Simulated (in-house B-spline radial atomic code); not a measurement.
A fraction x of an electron is removed from 1s in Li II (Li+), starting from 1s2 and keeping the highest spin. Method: scalar-relativistic (X2C) wB97X, spin-polarised, spherical fractional occupations, Fermi nucleus of rms radius 2.444 fm. Calculated with an all-electron radial atomic-structure program (B-spline basis).

Caution: exact exchange at fractional occupations of open shells leaves self-interaction of up to several eV.

| x | E(x) - E(0) (eV) | 1s down level (eV) |
| --- | --- | --- |
| 0 | 0.0000 | -66.741 |
| 0.04 | 2.6854 | -67.529 |
| 0.15 | 10.2331 | -69.702 |
| 0.29 | 20.1851 | -72.467 |
| 0.41 | 29.0222 | -74.812 |
| 0.5 | 35.8332 | -76.537 |
| 0.62 | 45.1518 | -78.754 |
| 0.75 | 55.5364 | -80.959 |
| 0.86 | 64.5272 | -82.391 |
| 0.94 | 71.1256 | -82.120 |
| 1 | 75.7876 | - |

The exact functional would give a straight line between the two integer points. Deviations E(x) - E(0) - x[E(1) - E(0)], in eV: -0.346 at x = 0.04, -1.135 at x = 0.15, -1.793 at x = 0.29, -2.051 at x = 0.41, -2.061 at x = 0.5, -1.837 at x = 0.62, -1.304 at x = 0.75, -0.65 at x = 0.86, -0.115 at x = 0.94.

The curve lies below the straight line by up to 2.061 eV (at x = 0.5): convex, the delocalisation error that favours fractional charges.

(1) How well does Slater's transition state (minus the level at half occupation) give the ionisation energy?

Results:

(1) It gives 76.537 eV against 75.788 eV from the two total energies; NIST lists 75.64 eV, ground level to ground level.
